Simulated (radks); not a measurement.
All-electron atom: Lu IV in [Xe] 4f14.

All-electron calculation, Dirac Kohn-Sham, PBE, spin-unpolarised, spherical densities, finite nucleus; Fermi nuclear charge, rms radius 5.37 fm. Program: a radial shooting solver on a logarithmic mesh with Libxc functionals.

Energy parts (hartree):
part                       energy
total                 -14577.7074
kinetic                16244.4242
electron-nucleus      -36181.4814
Hartree                 5660.8043
exchange-correlation    -301.4545

Orbitals (lengths in bohr, moments of r in powers of bohr; r(max) is where P^2 peaks):
orbital,occ.,eigenvalue (hartree),r(max)
1s1/2,2,-2321.466,0.01213
2s1/2,2,-395.7527,0.06950
2p1/2,2,-377.8341,0.05193
2p3/2,4,-336.7672,0.05845
3s1/2,2,-90.43402,0.1960
3p1/2,2,-82.49407,0.1838
3p3/2,4,-73.73446,0.1973
3d3/2,4,-60.23749,0.1552
3d5/2,6,-58.32493,0.1589
4s1/2,2,-18.78258,0.4466
4p1/2,2,-15.54728,0.4475
4p3/2,4,-13.55528,0.4762
4d3/2,4,-8.23231,0.4759
4d5/2,6,-7.86874,0.4851
4f5/2,6,-1.35968,0.4661
4f7/2,8,-1.30350,0.4715
5s1/2,2,-3.21612,1.044
5p1/2,2,-2.31492,1.132
5p3/2,4,-2.05494,1.219

The highest occupied level is 4f7/2 at -35.470 eV. The density falls to 0.001 e/bohr^3 at r = 3.06 bohr.
